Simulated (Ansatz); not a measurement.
All values below come from Ansatz (a program for electronic structure) with PBE-D3(BJ)/def2-SVP. No frequencies were computed at this level.

Ansatz 0.2 input:
```yaml
crystal:
  periodic: [false, false, false]
  atoms:
    - { symbol: B, position_ang: [-3.686497, -0.603354, -0.996422] }
    - { symbol: C, position_ang: [-2.362332, -0.099051, -0.378622] }
    - { symbol: C, position_ang: [-2.344548, 0.956118, 0.5749] }
    - { symbol: C, position_ang: [-1.188038, 1.418, 1.134017] }
    - { symbol: C, position_ang: [0.05066, 0.849205, 0.774342] }
    - { symbol: N, position_ang: [1.181976, 1.319725, 1.338847] }
    - { symbol: C, position_ang: [2.317422, 0.786006, 0.996066] }
    - { symbol: C, position_ang: [2.488344, -0.273574, 0.059284] }
    - { symbol: B, position_ang: [3.882243, -0.839582, -0.285843] }
    - { symbol: C, position_ang: [1.323316, -0.754154, -0.516404] }
    - { symbol: C, position_ang: [0.070337, -0.209039, -0.17782] }
    - { symbol: C, position_ang: [-1.144166, -0.655632, -0.730357] }
    - { symbol: H, position_ang: [-4.703332, -0.120621, -0.681382] }
    - { symbol: H, position_ang: [-3.670396, -1.46981, -1.781228] }
    - { symbol: H, position_ang: [-3.288019, 1.400037, 0.858323] }
    - { symbol: H, position_ang: [-1.185017, 2.219507, 1.856657] }
    - { symbol: H, position_ang: [3.190645, 1.204589, 1.482114] }
    - { symbol: H, position_ang: [3.977213, -1.710571, -1.059976] }
    - { symbol: H, position_ang: [4.836459, -0.397633, 0.224205] }
    - { symbol: H, position_ang: [1.364301, -1.559485, -1.238578] }
    - { symbol: H, position_ang: [-1.110571, -1.46068, -1.452124] }
basis:
  gaussian: { orbitals: def2-svp }
hamiltonian:
  xc: pbe
  dispersion: d3bj
relax:
  max_steps: 150
```

Output:

```
Functional definition: PBE
2424 factors; their error is unknown
mean field evaluation 1: about -12282.5757 eV, gradient 6.7e1 eV
mean field evaluation 2: about -12272.8283 eV, gradient 9.1e1 eV
mean field evaluation 4: about -12295.5529 eV, gradient 1.3e1 eV
mean field evaluation 8: about -12296.0103 eV, gradient 2.0e-1 eV
mean field evaluation 16: about -12295.8560 eV, gradient 3.2e-3 eV
mean field -12295.85602742 eV, -451.8643745770 hartree, gradient 3.3e-5 eV, S^2 0.000000; 0 other end points of the search recorded, 0 dependent functions left out
reference -12295.85607722 eV, -451.8643764073 hartree; 40, 40 occupied and 173, 173 virtual orbitals, 2424 factors
relax step   1: F+E_penalty+E_count = -12296.53747168 eV  Δ(F+E_penalty+E_count) = +0.000e0 eV  max|allowed force component| = 1.074e0 eV/Å  Δτ_max = 0.0000 Å  (35 SCF iters, accepted)
these checks for a lower state are left out or cut short: starts, cluster_reference, orbital_swaps, neighbouring_geometries, increment
2424 factors; their error is unknown
mean field -12296.08025112 eV, -451.8726146460 hartree, gradient 1.7e-5 eV, S^2 0.000000; 0 other end points of the search recorded, 0 dependent functions left out
reference -12296.08030136 eV, -451.8726164925 hartree; 40, 40 occupied and 173, 173 virtual orbitals, 2424 factors
relax step   2: F+E_penalty+E_count = -12296.75746052 eV  Δ(F+E_penalty+E_count) = -2.200e-1 eV  max|allowed force component| = 3.559e-1 eV/Å  Δτ_max = 0.0446 Å  (34 SCF iters, accepted)
these checks for a lower state are left out or cut short: starts, cluster_reference, orbital_swaps, neighbouring_geometries, increment
2424 factors; their error is unknown
mean field evaluation 32: about -12296.2588 eV, gradient 4.4e-3 eV
mean field -12296.10323205 eV, -451.8734591796 hartree, gradient 1.8e-5 eV, S^2 0.000000; 0 other end points of the search recorded, 0 dependent functions left out
reference -12296.10328245 eV, -451.8734610319 hartree; 40, 40 occupied and 173, 173 virtual orbitals, 2424 factors
relax step   3: F+E_penalty+E_count = -12296.77872176 eV  Δ(F+E_penalty+E_count) = -2.126e-2 eV  max|allowed force component| = 5.103e-2 eV/Å  Δτ_max = 0.0216 Å  (35 SCF iters, accepted)
these checks for a lower state are left out or cut short: starts, cluster_reference, orbital_swaps, neighbouring_geometries, increment
2424 factors; their error is unknown
mean field -12296.10342217 eV, -451.8734661665 hartree, gradient 1.8e-5 eV, S^2 0.000000; 0 other end points of the search recorded, 0 dependent functions left out
reference -12296.10347256 eV, -451.8734680181 hartree; 40, 40 occupied and 173, 173 virtual orbitals, 2424 factors
relax step   4: F+E_penalty+E_count = -12296.77891371 eV  Δ(F+E_penalty+E_count) = -1.919e-4 eV  max|allowed force component| = 3.131e-2 eV/Å  Δτ_max = 0.0032 Å  (36 SCF iters, accepted)
these checks for a lower state are left out or cut short: starts, cluster_reference, orbital_swaps, neighbouring_geometries, increment
2424 factors; their error is unknown
mean field -12296.10346848 eV, -451.8734678683 hartree, gradient 1.8e-5 eV, S^2 0.000000; 0 other end points of the search recorded, 0 dependent functions left out
reference -12296.10351886 eV, -451.8734697197 hartree; 40, 40 occupied and 173, 173 virtual orbitals, 2424 factors
relax step   5: F+E_penalty+E_count = -12296.77896307 eV  Δ(F+E_penalty+E_count) = -4.936e-5 eV  max|allowed force component| = 9.892e-3 eV/Å  Δτ_max = 0.0019 Å  (36 SCF iters, accepted)
2424 factors; their error is unknown
mean field evaluation 64: about -12296.2542 eV, gradient 1.3e0 eV
mean field -12296.10346848 eV, -451.8734678683 hartree, gradient 1.8e-5 eV, S^2 0.000000; 1 other end points of the search recorded, 0 dependent functions left out
reference -12296.10351886 eV, -451.8734697197 hartree; 40, 40 occupied and 173, 173 virtual orbitals, 2424 factors
Total energy: -12296.77901345 eV, -451.8982936881 hartree
Atom 0 at    -3.702541    -0.612023    -1.005550 Å, force    -0.000970     0.000182     0.000357 eV/Å
Atom 1 at    -2.388373    -0.096730    -0.379678 Å, force    -0.001794    -0.000478    -0.000359 eV/Å
Atom 2 at    -2.374601     0.970233     0.585600 Å, force     0.002481    -0.000334     0.000416 eV/Å
Atom 3 at    -1.200089     1.436928     1.150656 Å, force    -0.002615     0.003533     0.003085 eV/Å
Atom 4 at     0.052819     0.863578     0.786208 Å, force     0.008328    -0.002060    -0.000862 eV/Å
Atom 5 at     1.194028     1.349084     1.364481 Å, force    -0.003657    -0.002860    -0.003532 eV/Å
Atom 6 at     2.343023     0.801328     1.010400 Å, force    -0.009892     0.002777     0.001231 eV/Å
Atom 7 at     2.507312    -0.271724     0.061335 Å, force     0.003792    -0.002174    -0.001624 eV/Å
Atom 8 at     3.896086    -0.844470    -0.285900 Å, force     0.002527    -0.001849    -0.001502 eV/Å
Atom 9 at     1.332473    -0.761603    -0.524964 Å, force    -0.001049     0.003619     0.003744 eV/Å
Atom 10 at     0.070327    -0.210707    -0.181881 Å, force    -0.000745     0.000542     0.000099 eV/Å
Atom 11 at    -1.156006    -0.663394    -0.740732 Å, force     0.002065     0.000199     0.000840 eV/Å
Atom 12 at    -4.770059    -0.118947    -0.690661 Å, force    -0.001477    -0.000138    -0.000416 eV/Å
Atom 13 at    -3.672932    -1.517211    -1.819259 Å, force     0.000388     0.000268     0.000127 eV/Å
Atom 14 at    -3.335999     1.422173     0.876481 Å, force    -0.000085    -0.000774    -0.001449 eV/Å
Atom 15 at    -1.185782     2.252110     1.888567 Å, force     0.000086    -0.000942    -0.000578 eV/Å
Atom 16 at     3.249315     1.213103     1.493267 Å, force     0.004171     0.000923     0.001418 eV/Å
Atom 17 at     3.992739    -1.751167    -1.092389 Å, force     0.000384    -0.000384    -0.000479 eV/Å
Atom 18 at     4.896360    -0.395168     0.241798 Å, force    -0.000604     0.000269     0.000382 eV/Å
Atom 19 at     1.381015    -1.582269    -1.260216 Å, force    -0.000415    -0.000806    -0.000761 eV/Å
Atom 20 at    -1.129116    -1.483124    -1.477563 Å, force    -0.000918     0.000485    -0.000135 eV/Å
Dipole moment:    -0.056818    -0.072186    -0.072162 e Å
```

Cost: roughly 60 core-seconds.
